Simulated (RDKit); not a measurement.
Input file for RDKit: MMFF94 on CH3I (SMILES CI).

```python
from rdkit import Chem
from rdkit.Chem import AllChem, rdDetermineBonds

blocks = [
'''5

C    -0.84073114   -1.61734520    3.63927146
I     0.78950152   -0.21392715    3.78246419
H    -0.47959621   -2.57025896    4.00818073
H    -1.64980770   -1.23570131    4.25110487
H    -1.11842213   -1.67038612    2.59301398
''',
]
mol = None
for b in blocks:
    f = Chem.MolFromXYZBlock(b)
    rdDetermineBonds.DetermineBonds(f, charge=0)
    mol = f if mol is None else Chem.CombineMols(mol, f)
Chem.SanitizeMol(mol)
print(Chem.MolToSmiles(Chem.RemoveHs(mol)))
ff = AllChem.MMFFGetMoleculeForceField(mol, AllChem.MMFFGetMoleculeProperties(mol), nonBondedThresh=100.0, ignoreInterfragInteractions=False)
e = ff.CalcEnergy()
print(f'MMFF94 energy {e:.6f} kcal/mol')
```

Program output:

```
CI
MMFF94 energy 0.977881 kcal/mol
```

The run finished.

Cost: roughly 0.03 core-seconds.
